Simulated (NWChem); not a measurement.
GaHOBrCl; SMILES [OH][Ga]([Cl])[Br]

```xyz
5

Ga     0.3315    -0.4936     0.0000
Cl    -1.1415    -2.0644     0.0000
Br    -0.2763     1.6980     0.0000
O      2.0741    -0.8963     0.0000
H      2.2045    -1.8647     0.0000
```
Atoms are numbered in this order, from 1.

Program: NWChem. Coordinates come from a PBE-D3(BJ)/def2-SVP optimisation. Level M06-L/def2-SVP: energy and gradient on several grids; changes count from the extra-fine grid, which is no exact limit either.

```
grid     size of the energy change (μHa)  largest change of a gradient component (μHa/bohr)
-------  -------------------------------  -------------------------------------------------
xcoarse                             3000                                               9000
coarse                               500                                               1000
medium                                30                                                200
fine                                  10                                                200
xfine                               < 10                                               < 30
```
